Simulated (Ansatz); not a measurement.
The cluster CaI₂⁻ (the lowest doublet isomer of a short search) was relaxed with r2SCAN-D4 (def2-TZVPD) in Ansatz in these states: charge -1 doublet, charge -1 quartet. The geometries follow in no particular order.

In the def2 sets I takes a core potential; there is no spin–orbit coupling.

A:

```
atom   x (Å)   y (Å)   z (Å)
 Ca1   0.381  -0.793  -0.006
  I2   2.048   1.465   0.882
  I3  -2.429  -0.672  -0.876
```

B:

```xyz
3

Ca   -0.2655   -0.0911    1.7972
I    -0.6951    1.4375   -0.9503
I     0.9606   -1.3464   -0.8468
```

Task: Judge from the bond lengths which geometry belongs to which state (an estimate).

Result: A is the charge -1 doublet (Ca1–I2 2.944 Å, Ca1–I3 2.944 Å); B is the charge -1 quartet (Ca1–I2 3.173 Å, Ca1–I3 3.173 Å).

At r2SCAN-D4/def2-TZVPD the highest occupied level of the charge -1 doublet lies above zero (up to 0.32 eV). By energy differences its removal costs 1.49 eV (vertical, to the charge 0 singlet, at r2SCAN-D4/def2-TZVPD); a positive level beside a positive removal energy at the same level points to self-interaction error. At r2SCAN-D4/def2-TZVPD the highest occupied level of the charge -1 quartet lies above zero (up to 1.45 eV). It is a level of α spin, whose loss leaves a triplet; that state wasn't run at this geometry and level. The electron is either unbound and held by the finite basis, or the level is raised by self-interaction error. At PBE0-D4/def2-TZVPD a doublet lies 3.86 eV below the charge -1 quartet. In the quartet, I2 and I3 lie 3.24 Å apart (atoms count from 1), so these atoms are partly bonded to each other. These are the stationary points nearest to one start from a short search; other shapes may lie lower in each state.
